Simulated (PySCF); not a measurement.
C5H9NO2.
Z-matrix (Å and degrees, GFN2-xTB geometry), rows numbered from 1:
```
C 
C   1  1.3263
C   2  1.5073  1  122.10
O   3  1.4218  2  110.74  1  -117.73
C   2  1.5013  1  118.51  3   177.49
O   5  1.2169  2  121.95  1   -24.86
N   5  1.3487  2  114.53  1   155.94
C   7  1.4401  5  122.20  2  -177.05
H   1  1.0766  2  119.87  3  -177.74
H   1  1.0771  2  122.73  3     1.86
H   3  1.0970  2  108.82  1     3.34
H   3  1.1016  2  108.98  1   121.53
H   4  0.9625  3  108.89  2   171.62
H   7  1.0101  5  118.47  2    -8.34
H   8  1.0891  7  107.55  5    -7.70
H   8  1.0923  7  111.05  5   111.79
H   8  1.0917  7  110.49  5  -127.14
```

The closed-shell SCF was solved with PySCF and density fitting under several settings on one GFN2-xTB geometry (grid level 2 and gas phase unless stated).

| settings | basis functions | SCF cycles | E (Eh) | HOMO (eV) | LUMO (eV) | dipole (D) |
| --- | --- | --- | --- | --- | --- | --- |
| PBE0/pcSseg-1 | 181 | 14 | -400.6366 | -7.00 | -0.73 | 4.56 |
| PBE0/def2-SVPD | 238 | 14 | -400.4157 | -7.12 | -0.87 | 4.57 |
| B97-D/6-31G, level shift 0.3 Eh | 90 | 18 | -400.7285 | -5.12 | -1.24 | 4.69 |
| PBE0/6-31G-J, level shift 0.2 Eh | 132 | 13 | -400.6219 | -6.75 | -0.47 | 4.85 |
| PBE0/cc-pVDZ, energy threshold 1e-07 Eh | 157 | 9 | -400.7018 | -6.73 | -0.49 | 4.44 |
| OPBE/3-21G | 90 | 17 | -398.7234 | -4.97 | -1.19 | 4.45 |
| BP86/def2-SVPD, IEF-PCM tetrahydrofuran, grid level 1, damping 0.2 at the start, DIIS from the seventh cycle | 238 | 24 | -400.8834 | -5.97 | -1.94 | 5.77 |
| HCTH407/pcSseg-1, energy threshold 1e-07 Eh | 181 | 12 | -401.0361 | -5.56 | -1.76 | 4.42 |

Problem. Estimate the row for these settings: PBE0/IGLO-II, fitting basis def2-qzvpp-jkfit.

Solution. 
```
                                    settings  basis functions  SCF cycles     E (Eh)  HOMO (eV)  LUMO (eV)  dipole (D)
PBE0/IGLO-II, fitting basis def2-qzvpp-jkfit              230          11  -400.7840      -6.98      -0.74        4.60
```

Problem. Over all rows, what range does the HOMO–LUMO gap span?

Solution. From 3.78 eV (OPBE/3-21G) to 6.28 eV (PBE0/6-31G-J, level shift 0.2 Eh). The functional of the narrowest has no exact exchange, that of the widest 25 % exact exchange.

Problem. Compare two rows with the functional PBE0: PBE0/IGLO-II, fitting basis def2-qzvpp-jkfit and PBE0/def2-SVPD. Which energy is lower, and by how much?

Solution. PBE0/IGLO-II, fitting basis def2-qzvpp-jkfit (230 functions) lies 0.3683 Eh or 231 kcal/mol below PBE0/def2-SVPD (238 functions). The smaller set gives the lower energy; the two sets aren't nested, so the variational bound doesn't order them by size.

B97-D ran without the empirical dispersion term, which would shift the total energy alone. Cycle counts include a coarse-grid stage where the run had one. One conformer (not necessarily the lowest) at the GFN2-xTB geometry, without vibrations or thermal averaging.
